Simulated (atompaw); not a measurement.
Pseudopotential generation for arsenic: PAW (atompaw), PBE, scalar-relativistic.

* Element: arsenic
* Generator: atompaw 4.2.0.5
* Type: PAW
* Functional: PBE
* Relativity: scalar-relativistic
* Frozen core: [Ar] 3d10
* Valence charge: 5
* Reference configuration: 4s2 4p3
* Partial waves: 4s (bound): rc 1.60 bohr; 4s channel at 3.45 Ry: rc 1.60 bohr; 4p (bound): rc 1.50 bohr; 4p channel at -0.05 Ry: rc 1.60 bohr
* Local potential: bessel scheme, radius 1.20 bohr
* Core correction: smooth core density matched at 1.35 bohr
* Augmentation charge: sinc compensation charge, radius 1.25 bohr; PAW radius 1.60 bohr; waves and projectors: custom polynom2 7 10 vanderbiltortho

- Cutoffs needed: 12 Ry and 21 Ry (the cutoffs (Ry, on a coarse ladder) from which the occupation-weighted sum of valence levels, in a spherical-Bessel basis at the reference potential, stays within 10 and 1 mRy of its value at 400 Ry)
- Ghost test: ghost state, extra bound levels that the all-electron valence spectrum of the same l lacks: s at -345.9 eV; a true bound ghost makes a file unfit for plane-wave use (spherical-Bessel basis up to 400 Ry, 20 bohr box)
- Lowest eigenvalue of the overlap operator: 0.02 (s channel)
- Overlap eigenvalues printed by atompaw (projector basis): 0.0029, 0.316, 41.2, 1.31e+04
- Share of each valence orbital outside the PAW sphere: 4s 65 %, 4p 83 %
